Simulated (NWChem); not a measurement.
# Total energies of Al₂

```
Al
Al 1 2.4822
```
Charge 0, spin multiplicity 3.

The numbers come from NWChem runs, not from measurements. Structure: optimised with UPBE0/def2-SVP, a minimum by its harmonic frequencies.

Basis set: 6-31G* (36 functions).

```csv
method,total energy (Ha)
UHF,-483.72509
UMP2,-483.81175
UB2PLYP,-484.49664
UPBE,-484.47252
UB3LYP,-484.77674
ULC-wPBE (omega 0.3 per bohr),-484.48328
```

Total energies of different functionals aren't comparable as a measure of quality: only differences taken within one method are. 

The correlated methods keep 10 core orbitals frozen. B3LYP has NWChem's definition, with VWN1-RPA local correlation. The Pople sets run with spherical d functions. This spin state was chosen for the runs; another may lie lower. The structure started from a generated list of species. The unpaired electrons of the parent sit in orbitals of symmetry b2u and b3u (D2h labels of the run); other states weren't searched. No SCF solution was tested for a lower state. Open-shell Hartree-Fock references start from PBE0 orbitals.
